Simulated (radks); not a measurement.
Results of a calculation; reference values are marked as such.
Initial-state core-level shifts of neutral platinum when its valence configuration changes from [Xe] 4f14 5d9 6s1. Code: a radial shooting solver on a logarithmic mesh with Libxc functionals. Model: Dirac Kohn-Sham, PBE, spin-unpolarised, spherical densities, finite nucleus; open shells fill j = l - 1/2 first; Fermi nuclear charge, rms radius 5.427 fm. Shifts are changes of the shell-averaged eigenvalues in eV (positive: less bound); the change of the density at the nucleus, which sets a Mossbauer isomer shift, is in e/bohr^3, on a base of 1.974e+06.

valence,2s,4d,5s,5p,density at nucleus
4f13 5d9 6s1 6p1,-17.064,-15.950,-8.352,-7.097,+172.4
4f13.5 5d9.5 6s1,-6.160,-5.643,-1.937,-1.384,+69.3
4f13.5 5d9 6s0.5 6p1,-9.156,-8.645,-4.914,-4.300,+25.1
4f13 5d9 6s0.5 6p1.5,-17.776,-16.669,-9.078,-7.826,+108.2
4f13.5 5d9 6s1 6p0.5,-8.397,-7.878,-4.137,-3.517,+84.2
4f13 5d9 6s2,-15.461,-14.331,-6.717,-5.455,+290.0
4f14 5d9.5 6s0.5,+1.236,+1.232,+1.203,+1.138,-62.6
4f13.5 5d8.5 6s1 6p1,-10.615,-10.086,-6.293,-5.591,+100.3
4f14 5d8 6s1 6p1,-4.304,-4.295,-4.217,-4.071,+29.9
